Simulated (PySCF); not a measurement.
## How methods differ on the fine-structure interval of Tl

Tl [Xe] 4f14 5d10 6s2 6p1 [6p1/2^1, M_J = 1/2] → Tl [Xe] 4f14 5d10 6s2 6p1 [6p3/2^1, M_J = 3/2], as a difference of total energies. All numbers are calculated (PySCF 2.14, the two-component X2C-1e Hamiltonian, in x2c-TZVPPall-2c (11s11p9d3f, 110 functions)). Correlated levels: [Kr] 4d10 4f14 frozen; the 26 highest virtual spinors dropped. "Screened" scales the spin-orbit matrix elements by Boettger's factors to mimic the two-electron term; Breit and QED terms are absent.

| method | fine-structure interval (cm⁻¹) | error (cm⁻¹) |
| --- | --- | --- |
| GHF (screened spin-orbit) | 8134.4 | +342 |
| GMP2 (screened spin-orbit) | 7344.4 | -448 |
| GHF (bare spin-orbit) | 8321.0 | +528 |

Reference: 7792.7 cm⁻¹ (measured; NIST Handbook of Basic Atomic Spectroscopic Data (Sansonetti and Martin, J. Phys. Chem. Ref. Data 34, 1559 (2005))).

Errors of the correlated levels include the incompleteness of this basis and the frozen core.
